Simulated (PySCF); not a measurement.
**Relaxation of singlet GeS₂**

Computed with PBE in PySCF with Ge def2-TZVP, S def2-TZVP; no relativity; density-fitted integrals. A (50,194) grid was used.

A hand-made bent start, of C2v symmetry, held to at least that symmetry:

```xyz
3
charge 0 multiplicity 1, angstrom
Ge    0.0000    0.0000   -0.5454
S     1.6793    0.0000    0.6304
S    -1.6793    0.0000    0.6304
```

Problem. What forces act on the atoms at the start (eV/Å)?

Solution. 
| atom | Fx | Fy | Fz |
| --- | --- | --- | --- |
| Ge1 | 0.00 | 0.00 | 1.47 |
| S2 | 1.67 | 0.00 | -0.74 |
| S3 | -1.68 | 0.00 | -0.73 |

Problem. What does it relax to?

Solution. It ends at D∞h with Ge–S 2.017 Å (×2); S–Ge–S 180.0°. A frequency run shows a minimum. Other isomers or separated fragments may lie lower.

Problem. How much energy is released, and in how many steps?

Solution. 150.8 kJ/mol in 8 steps.
